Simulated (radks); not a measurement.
The numbers below are computed, except where a source is named.
Q: Excited configurations of Ru2+: one electron is placed in a higher orbital outside [Kr] 4d5. The ground configuration is [Kr] 4d6. Code: a radial shooting solver on a logarithmic mesh with Libxc functionals. Model: scalar-relativistic Kohn-Sham, r2SCAN, spin-polarised, spherical densities, finite nucleus; open shells are filled with parallel spins first (spin-orbit coupling, left out, can overturn this in heavy ions); meta-GGA in the generalised Kohn-Sham scheme; Fermi nuclear charge, rms radius 4.4809 fm. Excitation = E - E(ground); binding = E(ion) - E, where the ion is the core of charge +3; n* = 3/sqrt(2 binding) in atomic units, and the quantum defect is n - n*.

outer orbital  excitation (eV)  binding (eV)     n*  quantum defect  eigenvalue (eV)  <r> (bohr)
6d                      20.859         6.683  4.281           1.719           -5.660       8.401
6f                      23.694         3.848  5.641           0.359           -3.234       14.06
7d                      23.113         4.429  5.258           1.742           -3.804       13.17
7f                      24.709         2.833  6.575           0.425           -2.420       20.03

Estimate the row for 5f.

A: excitation (eV) 22.081; binding (eV) 5.461; n* 4.735; quantum defect 0.265; eigenvalue (eV) -4.466; <r> (bohr) 9.125. The Delta-SCF ionisation energy is 27.542 eV (NIST Atomic Spectra Database: 28.470 eV, semi-empirical). Self-interaction in the functional shifts the binding energies and quantum defects, so they are the method's values and not measured ones. Open shells are spherical and high-spin; term and fine-structure splittings are not resolved.
